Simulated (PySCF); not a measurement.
A structure optimised at PBE-D3(BJ)/def2-SVP, used in a PySCF frequency run:

```xyz
8

Se     0.0872     0.0298     0.9198
S     -0.7497     1.8781     0.0730
H     -2.0414     1.7387     0.5097
O     -0.2915    -1.2638    -0.3462
Si     0.7391    -1.3275    -1.7044
H      0.2087    -2.4599    -2.5345
H      2.1617    -1.6007    -1.2970
H      0.6849    -0.0441    -2.4866
```
Charge 0, spin multiplicity 1.

Problem. Write its SMILES and formula.

Solution. [SiH3]O[Se]S, H4OSSeSi

Problem. What are its rotational constants (standard atomic weights)?

Solution. 4.4824, 1.6279, 1.2851 GHz
